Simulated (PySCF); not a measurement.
Relaxation of singlet H3VO

Computed with PBE0/[V def2-TZVP, O def2-TZVP, H def2-TZVP], no relativity, density fitting, PySCF. A (50,194) grid was used.

A hand-made tetrahedral start, of C3v symmetry, held to at least that symmetry:

```xyz
5
charge 0 multiplicity 1, angstrom
V     0.0000    0.2959    0.2094
O     0.0000   -1.0837   -0.7668
H     1.3554    0.2956    1.1678
H    -1.3554    0.2956    1.1678
H     0.0000    1.6516   -0.7487
```

**Question.** What forces act on the atoms at the start (eV/Å)?

**Answer.** 
| atom | Fx | Fy | Fz |
| --- | --- | --- | --- |
| V1 | 0.00 | -4.29 | -3.03 |
| O2 | 0.00 | 5.16 | 3.65 |
| H3 | -0.32 | -0.18 | -0.35 |
| H4 | 0.32 | -0.18 | -0.35 |
| H5 | 0.00 | -0.50 | 0.09 |

**Question.** What does it relax to?

**Answer.** It ends at C3v with V–H 1.628 Å (×3), V–O 1.535 Å; H–V–H 115.3° (×3), H–V–O 102.7° (×3). A frequency run shows a minimum.

**Question.** How much energy is released, and in how many steps?

**Answer.** 62.9 kJ/mol in 6 steps.

The relaxation took of the order of 60 core-seconds on a shared host.
